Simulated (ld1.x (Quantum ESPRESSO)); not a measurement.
## u(r) = r·R(r): atom against pseudo-atom (N (Z = 7))

Columns: radius, all-electron u(r) and pseudo u(r) of the 2p shell (level -37.51 eV) of nitrogen in the configuration [He] 2s2 2p1; PBE, scalar-relativistic, PAW scheme, ld1.x (Quantum ESPRESSO) 7.5.

| r (bohr) | all-electron | pseudo |
| --- | --- | --- |
| 0.078 | 0.0601 | 0.0140 |
| 0.155 | 0.1853 | 0.0543 |
| 0.232 | 0.3290 | 0.1180 |
| 0.310 | 0.4692 | 0.2019 |
| 0.388 | 0.5925 | 0.2992 |
| 0.465 | 0.6931 | 0.4020 |
| 0.542 | 0.7724 | 0.5048 |
| 0.620 | 0.8326 | 0.6025 |
| 0.698 | 0.8736 | 0.6883 |
| 0.775 | 0.8968 | 0.7570 |
| 0.852 | 0.9050 | 0.8073 |
| 0.930 | 0.9004 | 0.8385 |
| 1.008 | 0.8852 | 0.8505 |
| 1.085 | 0.8619 | 0.8454 |
| 1.162 | 0.8323 | 0.8265 |
| 1.240 | 0.7975 | 0.7967 |
| 1.318 | 0.7594 | 0.7600 |
| 1.395 | 0.7197 | 0.7201 |
| 1.472 | 0.6789 | 0.6789 |
| 1.550 | 0.6372 | 0.6372 |
| 1.628 | 0.5960 | 0.5960 |
| 1.705 | 0.5561 | 0.5561 |
| 1.782 | 0.5174 | 0.5174 |
| 1.860 | 0.4798 | 0.4798 |
| 1.938 | 0.4439 | 0.4439 |
| 2.015 | 0.4102 | 0.4102 |

Question: How many radial nodes do the two functions have?

Answer: The all-electron 2p function has n − l − 1 = 0; the pseudo-wave has 0.

Question: At about which radius was the pseudo-wave matched?

Answer: 1.55 bohr. The columns agree to 0.0005 from 1.40 bohr on; several derivatives are matched, so the curves merge somewhat inside the radius.

Question: Is the pseudo-wave norm-conserving?

Answer: No, it belongs to a PAW set: the norm inside the radius is not constrained, and the difference is carried by the augmentation charge.
